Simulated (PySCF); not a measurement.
# Re: excitation energy

Re [Xe] 4f14 5d5 6s2 (6S) → Re [Xe] 4f14 5d5 6s1 6p1 (8P), as a difference of total energies. Calculation: PySCF 2.14, in aug-cc-pVDZ-PP with ECP60MDF (5s5p4d2f, 54 functions); a scalar-relativistic core potential. Correlated levels: valence: 5s2 5p6 frozen. The calculations carry no spin-orbit coupling.

```csv
method,excitation energy (eV)
UHF,1.067
MP2 (valence),2.198
SCS-MP2 (valence),2.582
CCSD (valence),2.289
CCSD(T) (valence),2.371
```

Problem. How much does correlation contribute at CCSD(T) (valence)?

Solution. 2.371 − (1.067) = 1.304 eV, measured against UHF.
